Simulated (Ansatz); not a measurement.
Consider the formal exchange of groups at the Si–Br bond: `Br[SiH]1C=N1` + `C=N` → `N=C[SiH]1C=N1` + HBr.

Program: Ansatz. Geometries: PBE0-D4/def2-TZVP. ΔE: electronic, gas phase. CCSD(T)/CBS is the MP2 limit (def2-TZVPP, def2-QZVPP) plus CCSD(T) − MP2 in def2-TZVPP, frozen cores. This one scheme is used for every species. DFT in def2-TZVPP. For Br outer-core shells are correlated without core-valence functions, which leaves a few kJ/mol of doubt a bond. Scalar relativity is left out up to krypton. One conformer a species, not always the lowest.

`Br[SiH]1C=N1`:

Cartesian coordinates in Å:
```
Br 2.034 1.113 1.012
Si 0.049 0.282 0.588
C -0.406 -0.338 -1.000
N -0.067 -1.295 -0.216
H -0.896 0.625 1.660
H -0.714 -0.386 -2.045
```

`C=N`:

Cartesian coordinates in Å:
```
C 0.178 -0.225 -0.264
N -0.575 -0.048 0.731
H 0.699 0.572 -0.806
H 0.337 -1.242 -0.629
H -0.639 0.943 0.969
```

`N=C[SiH]1C=N1`:

```xyz
9

N    -1.158    0.056    1.917
C    -0.961    0.187    0.669
Si    0.676   -0.375   -0.023
C     1.260    0.225   -1.598
N     0.697   -0.906   -1.744
H    -2.081    0.396    2.195
H    -1.705    0.616   -0.017
H     1.542   -1.064    0.949
H     1.729    0.866   -2.347
```

HBr:

Cartesian coordinates in Å:
```
Br 0.160 -0.091 0.686
H -0.160 0.091 -0.686
```

```tsv
level	ΔE (kJ/mol)
LC-ωPBE	95.1
HF/def2-TZVPP	106.1
```

Task: What does CCSD(T)/CBS give? (Best estimate.)

Result: Computed: +96.3 kJ/mol. The listed levels differ from it by -1.2, 9.8 kJ/mol.

Largest T1 diagnostic among the species: 0.016.

From r2SCAN to r2SCAN0 (25 % exact exchange), in def2-TZVPP and without D4, ΔE moves by +5.6 kJ/mol. At CCSD(T), def2-SVP lies −12.6 kJ/mol from the extrapolated value and def2-TZVPP −4.7 kJ/mol.
